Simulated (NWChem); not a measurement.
Species: MoNH$_{2}$SOF; SMILES [NH]=[Mo](=[O])([F])[SH]

```xyz
7

Mo    -0.0082    -0.2599    -0.0144
O     -0.8906    -0.7152     1.3234
N     -0.8783    -0.6570    -1.4424
H     -1.7344    -1.0627    -1.8221
F      1.6509    -1.0835    -0.0661
S      0.1301     2.0743     0.0353
H      0.0785     2.2402    -1.3053
```
Atoms are numbered in this order, from 1.

Level: PBE0/def2-SVP with def2 effective core potentials on Mo (NWChem), optimised geometry, unscaled harmonic frequencies. def2 effective core potentials on Mo; no spin-orbit coupling.

```
frequency (cm⁻¹)  IR intensity (km/mol)
----------------  ---------------------
148                                 2.0
180                                 2.2
215                                 7.2
238                                 4.0
286                                16.4
313                                15.3
409                                25.0
521                               144.0
625                                33.0
674                                19.7
722                               199.7
1020                              121.5
1070                              119.4
2716                                7.1
3609                              202.7
```

The zero-point energy comes out as 18.2 kcal/mol and the thermal correction to the enthalpy at 298.15 K (with zero-point energy) is 23.1 kcal/mol. The heat capacity Cv is 22.6 cal/(mol K) and the entropy at 298.15 K and 1 atm (symmetry number 1) is 83.4 cal/(mol K).

Rigid rotor and harmonic oscillator.
